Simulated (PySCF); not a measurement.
A side-by-side comparison of computed properties.

First species: Isobutyric acid, C₄H₈O₂.
Numbering: `[CH3:1][CH:2]([CH3:3])[C:4](=[O:5])[OH:6]` (hydrogens: H7, H8, H9 on C1; H10 on C2; H11, H12, H13 on C3; H14 on O6)

Second species: CH₁₀F₃PSi₄.
SMILES: `FC(F)(F)[SiH2][Si@H]([SiH3])[SiH2]P`

Levels: PBE0/pcSseg-1 for dipole moment, HOMO energy, LUMO energy and HOMO–LUMO gap; GFN2-xTB for rotational constant A and rotational constant C. Geometries: GFN2-xTB. Each species is one conformer at its optimised geometry, gas phase, non-relativistic unless stated; the electronic structure was computed with PySCF and density fitting.

The conformers computed, where there is a choice (atom-mapped SMILES and torsion angles):
- `[CH3:1][CH:2]([CH3:3])[C:4](=[O:5])[OH:6]`: C1–C2–C4–O5 34°, H–O6–C4–C2 -178°
- `[F:1][C:2]([F:3])([F:4])[SiH2:5][Si@H:6]([SiH3:7])[SiH2:8][PH2:9]`: F1–C2–Si5–Si6 -65°, C2–Si5–Si6–Si7 44°, Si5–Si6–Si8–P9 81°, H–P9–Si8–Si6 38°, H–P9–Si8–Si6 -55°

```tsv
property	column X	column Y
dipole moment	2.50 D	1.66 D
HOMO energy	-7.45 eV	-7.97 eV
LUMO energy	-1.26 eV	0.37 eV
HOMO–LUMO gap	6.19 eV	8.34 eV
rotational constant A	0.789 GHz	5.038 GHz
rotational constant C	0.403 GHz	2.386 GHz
```

(1) Which column belongs to which species?

(2) How does each property change from the first species to the second?

## Answers

(1) Column X is the second species and column Y the first. The first has 14 atoms and 48 electrons, the second 19 and 114.

(2) dipole moment +0.84 D; HOMO energy +0.52 eV; LUMO energy -1.63 eV; HOMO–LUMO gap -2.15 eV; rotational constant A -4.249 GHz; rotational constant C -1.983 GHz.

On the first: A dipole of 1.66 D is allowed in C1, and pure rotational transitions are dipole-allowed. In atomic units the dipole is 0.65 e·bohr (1 au = 2.5417 D).

On the second: The dipole matches unit charges of opposite sign 0.52 Å apart (1 e·Å = 4.8032 D).
